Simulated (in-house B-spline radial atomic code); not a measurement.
A fraction x of an electron is removed from 6s in Tb⁺, starting from [Xe] 4f9 6s1 and keeping the highest spin. All numbers are computed (scalar-relativistic (X2C) r2SCAN, spin-polarised, spherical fractional occupations; Fermi nucleus of rms radius 5.06 fm) with a B-spline radial code for spherical atoms, not measured.

| x | E(x) - E(0) (eV) | 6s up level (eV) |
| --- | --- | --- |
| 0 | 0.0000 | -9.260 |
| 0.05 | 0.4691 | -9.505 |
| 0.14 | 1.3443 | -9.942 |
| 0.26 | 2.5720 | -10.517 |
| 0.48 | 4.9985 | -11.530 |
| 0.5 | 5.2300 | -11.619 |
| 0.51 | 5.3464 | -11.662 |
| 0.74 | 8.1393 | -12.607 |
| 0.77 | 8.5193 | -12.723 |
| 0.99 | 11.4046 | -13.429 |
| 1 | 11.5389 | - |

The exact functional would give a straight line between the two integer points. Deviations E(x) - E(0) - x[E(1) - E(0)], in eV: -0.108 at x = 0.05, -0.271 at x = 0.14, -0.428 at x = 0.26, -0.54 at x = 0.48, -0.539 at x = 0.5, -0.538 at x = 0.51, -0.399 at x = 0.74, -0.366 at x = 0.77, -0.019 at x = 0.99.

The curve lies below the straight line by up to 0.54 eV (at x = 0.48): convex, the delocalisation error that favours fractional charges.

(1) How well does Slater's transition state (minus the level at half occupation) give the ionisation energy?

Results:

(1) It gives 11.619 eV against 11.539 eV from the two total energies; NIST lists 11.51 eV, ground level to ground level.
